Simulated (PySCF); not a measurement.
Te, triplet (all electrons, no relativity). Base run: PBE/3-21G run with PySCF.

Geometry (Å):
```xyz
1

Te     0.0000     0.0000     0.0000
```
Charge 0, spin multiplicity 3.
Orbitals are unrestricted.
All else is at PySCF's defaults.

Variants of this job, named by their change:

| change | basis functions | E (Eh) | HOMO (eV) |
|---|---|---|---|
| base | 31 | -6584.72581 | -4.90 |
| basis = x2c-TZVPall; relativity = spin-free X2C; nucleus = Gaussian (with nucmod='G') | 60 | -6793.24947 | -5.15 |
| basis = x2c-TZVPall; relativity = spin-free X2C | 60 | -6793.43356 | -5.15 |
| basis = jorge-DZP-DKH; relativity = spin-free X2C | 48 | -6787.86475 | -4.99 |
| basis = x2c-SVPall; relativity = spin-free X2C | 36 | -6792.66645 | -4.89 |
| basis = jorge-DZP-DKH; relativity = none | 48 | -6544.43712 | -5.21 |
| basis = x2c-SVPall; relativity = spin-free X2C; nucleus = Gaussian (with nucmod='G') | 36 | -6792.50361 | -4.89 |
| basis = x2c-SVPall; relativity = none | 36 | -6442.64093 | -5.96 |
| basis = jorge-DZP-DKH; relativity = spin-free X2C; nucleus = Gaussian (with nucmod='G') | 48 | -6787.68071 | -4.99 |
| basis = x2c-TZVPall; relativity = none | 60 | -6474.19948 | -5.31 |

Totals shift with the method and basis; they matter in differences.

Open shells are given as the SCF converged; they aren't shown to be the lowest states, and a large step between rows can be another state.

Basis sets contracted for a relativistic Hamiltonian are a mismatch without it, so the rows without relativity aren't non-relativistic limits. No row has spin-orbit coupling; sets with core potentials leave out the core electrons.
